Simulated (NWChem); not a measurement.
Species: TaH$_{3}$O$_{4}$; SMILES [O]=[Ta]([OH])([OH])[OH]

```xyz
8

Ta     0.0000     0.0000     0.0095
O      0.0000     0.0000     1.7335
O     -0.6448     1.6941    -0.5890
H     -0.9472     2.4882    -0.1414
O     -1.1447    -1.4055    -0.5890
H     -1.6812    -2.0644    -0.1414
O      1.7895    -0.2886    -0.5890
H      2.6284    -0.4238    -0.1414
```
Atoms are numbered in this order, from 1.

Results from NWChem. Medium grid unless said otherwise, to which SCAN and Minnesota functionals are sensitive. All runs use the structure optimised with PBE0/def2-SVP. No frequency run checked for a minimum. def2 effective core potentials on Ta; no spin-orbit coupling. Total energies of different functionals are on different scales.

| level | energy (Ha) | highest occupied level (eV) | orbital gap (eV) | dipole (D) |
|---|---|---|---|---|
| B3LYP/def2-SVP | -359.7456 | -8.85 | 8.45 | 0.17 |
| PBE/def2-SVP | -359.4573 | -7.44 | 6.64 | 0.12 |
| BP86/def2-SVP | -359.8426 | -7.56 | 6.68 | 0.12 |
| MPW1K/def2-SVP | -359.5832 | ? | ? | 0.18 |
| B97-2/def2-SVP | -359.6725 | -8.91 | 8.83 | 0.12 |
| M05-2X/def2-SVP | -359.5886 | -10.90 | 11.66 | 0.19 |
| r2SCAN/def2-SVP | -359.6151 | -7.91 | 7.27 | 0.12 |

**Question.** What belongs in the gaps?

**Answer.** 
- MPW1K/def2-SVP, highest occupied level (eV): -10.41
- MPW1K/def2-SVP, orbital gap (eV): 10.84
